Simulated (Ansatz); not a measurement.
Start from `C[SiH](O)P` and change one atom or group to get `C[SiH](F)P`.

Ansatz, PBE0-D4/def2-TZVP geometries, multiplicity 1. Each molecule was computed in one conformer, which needn't be the lowest.

```json
{"property": "LUMO energy (ωB97M-V/def2-TZVPP) / eV", "`C[SiH](O)P`": "1.96"}
{"property": "HOMO–LUMO gap (PBE/def2-TZVPP) / eV", "`C[SiH](O)P`": "5.73"}
{"property": "LUMO energy (B3LYP/def2-TZVPP) / eV", "`C[SiH](O)P`": "0.17"}
{"property": "HOMO energy (ωB97M-V/def2-TZVPP) / eV", "`C[SiH](O)P`": "-9.41"}
{"property": "HOMO–LUMO gap (ωB97M-V/def2-TZVPP) / eV", "`C[SiH](O)P`": "11.37"}
{"property": "size of the dipole moment (PBE/def2-TZVPP) / D", "`C[SiH](O)P`": "1.64"}
```

(1) What does the change do to each property? (Best estimate.)

Results:

(1) Ansatz gave: 
```
                                      property  `C[SiH](F)P`  shift
         LUMO energy (ωB97M-V/def2-TZVPP) / eV          2.00   0.04
           HOMO–LUMO gap (PBE/def2-TZVPP) / eV          5.74   0.01
           LUMO energy (B3LYP/def2-TZVPP) / eV         -0.06  -0.23
         HOMO energy (ωB97M-V/def2-TZVPP) / eV         -9.70  -0.29
       HOMO–LUMO gap (ωB97M-V/def2-TZVPP) / eV         11.70   0.33
size of the dipole moment (PBE/def2-TZVPP) / D          2.11   0.47
```

Dipoles are sizes alone; their direction can turn.

B3LYP here is the variant with VWN-RPA as its local correlation; programs differ in this.
